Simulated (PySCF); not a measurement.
**Radial density of Ti²⁺ (titanium, charge +2)**

MN15, [Ar] 3d2, high-spin 3F determinant. All numbers are calculated (PySCF 2.14, no relativity, point nucleus, in cc-pVDZ).

```json
{"r (bohr)": "0.00124", "4πr²ρ (e/bohr)": "0.1307", "4πr²(ρα − ρβ)": "0.0000"}
{"r (bohr)": "0.00209", "4πr²ρ (e/bohr)": "0.3561", "4πr²(ρα − ρβ)": "0.0000"}
{"r (bohr)": "0.00351", "4πr²ρ (e/bohr)": "0.9465", "4πr²(ρα − ρβ)": "0.0000"}
{"r (bohr)": "0.00591", "4πr²ρ (e/bohr)": "2.410", "4πr²(ρα − ρβ)": "-0.0001"}
{"r (bohr)": "0.00994", "4πr²ρ (e/bohr)": "5.713", "4πr²(ρα − ρβ)": "-0.0002"}
{"r (bohr)": "0.0167", "4πr²ρ (e/bohr)": "12.02", "4πr²(ρα − ρβ)": "-0.0004"}
{"r (bohr)": "0.0281", "4πr²ρ (e/bohr)": "20.72", "4πr²(ρα − ρβ)": "-0.0007"}
{"r (bohr)": "0.0473", "4πr²ρ (e/bohr)": "26.00", "4πr²(ρα − ρβ)": "-0.0008"}
{"r (bohr)": "0.0795", "4πr²ρ (e/bohr)": "21.90", "4πr²(ρα − ρβ)": "-0.0004"}
{"r (bohr)": "0.134", "4πr²ρ (e/bohr)": "20.59", "4πr²(ρα − ρβ)": "0.0053"}
{"r (bohr)": "0.225", "4πr²ρ (e/bohr)": "27.95", "4πr²(ρα − ρβ)": "0.0635"}
{"r (bohr)": "0.379", "4πr²ρ (e/bohr)": "15.92", "4πr²(ρα − ρβ)": "0.3584"}
{"r (bohr)": "0.637", "4πr²ρ (e/bohr)": "8.254", "4πr²(ρα − ρβ)": "1.0219"}
{"r (bohr)": "1.07", "4πr²ρ (e/bohr)": "9.241", "4πr²(ρα − ρβ)": "1.3451"}
{"r (bohr)": "1.80", "4πr²ρ (e/bohr)": "2.209", "4πr²(ρα − ρβ)": "0.6992"}
{"r (bohr)": "3.03", "4πr²ρ (e/bohr)": "0.1387", "4πr²(ρα − ρβ)": "0.1111"}
{"r (bohr)": "5.10", "4πr²ρ (e/bohr)": "0.002968", "4πr²(ρα − ρβ)": "0.0028"}
{"r (bohr)": "8.57", "4πr²ρ (e/bohr)": "0.0001086", "4πr²(ρα − ρβ)": "0.0000"}
```
